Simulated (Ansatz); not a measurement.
The same path of C₂H₅NSi (9 atoms, charge 0, multiplicity 1) was run twice with different band settings. Lost on the way: C1–H6. Made: N3–H6.

Computed with RKS CAM-B3LYP/6-31G* in Ansatz.

Relaxed end points:

```xyz
9
Properties=species:S:1:pos:R:3
C -0.947 1.360 -0.998
C 0.042 0.644 -0.455
N -0.196 -0.473 0.319
Si 0.658 -1.549 1.120
H -0.736 2.235 -1.602
H -1.983 1.079 -0.842
H 1.077 0.953 -0.630
H 2.138 -1.629 1.250
H -0.054 -2.619 1.837
```

```xyz
9
Properties=species:S:1:pos:R:3
C -0.962 1.549 -1.133
C 0.081 0.866 -0.607
N -0.311 -0.253 0.164
Si 0.451 -1.438 1.031
H -0.604 2.409 -1.721
H -1.341 -0.229 0.101
H 1.167 0.994 -0.649
H 1.914 -1.465 1.117
H -0.395 -2.433 1.696
```

Common settings: movable images 7; climbing image yes; optimiser quadratic models (default); start path through a guess of the saddle point; force threshold 0.05 eV/Å; iteration limit 60; end points relaxed.

| run | spring |
| --- | --- |
| 1 | 5.0 eV/Å² |
| 2 | 2.0 to 10.0 eV/Å², energy-weighted |

**Question.** What does each run give, and how far can it be trusted?

**Answer.** Run 1: converged after 18 iterations, highest image 3.303 eV above the first end. Neighbouring images differ by up to 1.5 eV, so the band resolves the path poorly. A vibrational analysis at the climbing image gives one clearly imaginary mode, 1435i cm⁻¹: a first-order saddle point.
Run 2: converged after 13 iterations, highest image 3.303 eV above the first end. Neighbouring images differ by up to 2.2 eV, so the band resolves the path poorly. Another band between the same ends (7 images) ends at a top of the same energy, where a vibrational analysis finds 1 clearly imaginary mode.
The orbitals stay closed-shell, which can raise the energy where a bond breaks towards radicals; this wasn't checked here.
